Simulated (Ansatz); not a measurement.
Relaxation of CH₉NSiSn (13 atoms, charge 0, multiplicity 1), to a largest force component of 0.02 eV/Å in at most 50 steps.

All numbers below come from RKS BLYP-D4/def2-SVP in Ansatz.

```xyz
13
Properties=species:S:1:pos:R:3
C -0.725 1.525 -0.935
N -1.334 0.983 0.266
Sn 0.151 0.021 1.274
Si 1.124 -1.872 -0.112
H -1.577 2.079 -1.528
H 0.004 2.334 -0.687
H -0.306 0.784 -1.591
H -1.980 0.269 -0.025
H -0.435 -0.589 2.842
H -1.329 1.705 1.015
H 1.566 -1.355 -1.355
H -0.028 -2.814 -0.369
H 2.073 -2.551 0.604
```

Question: Where does it end, and by what steps?

Answer: The forces met the threshold. After 17 steps the energy has fallen by 2.939 eV; H12 moved furthest, 0.89 Å.

```tsv
step	energy less start (eV)	largest force component (eV/Å)	accepted
0	0.0000	5.611	yes
1	-1.5691	2.916	yes
2	-2.4124	1.213	yes
3	-2.7975	0.759	yes
4	-2.8843	0.185	yes
5	-2.8932	0.178	yes
6	-2.9073	0.100	yes
7	-2.9125	0.110	yes
8	-2.9175	0.086	yes
9	-2.9205	0.109	yes
10	-2.9245	0.121	yes
11	-2.9274	0.153	yes
12	-2.9295	0.212	yes
13	-2.9337	0.137	yes
14	-2.9374	0.033	yes
15	-2.9378	0.069	yes
16	-2.9385	0.036	yes
17	-2.9387	0.017	yes
```

```xyz
13
Properties=species:S:1:pos:R:3
C -0.812 1.532 -0.991
N -1.133 0.900 0.310
Sn 0.817 0.359 1.732
Si 1.052 -1.708 -0.030
H -1.715 1.746 -1.602
H -0.267 2.478 -0.813
H -0.148 0.858 -1.565
H -1.592 -0.012 0.172
H -0.389 -0.661 2.643
H -1.783 1.481 0.856
H 1.941 -1.426 -1.221
H -0.307 -2.013 -0.642
H 1.542 -3.012 0.551
```

Run time: 43 s on 2 threads of Arm Neoverse V2, on a shared host, peak memory 0.16 GiB.
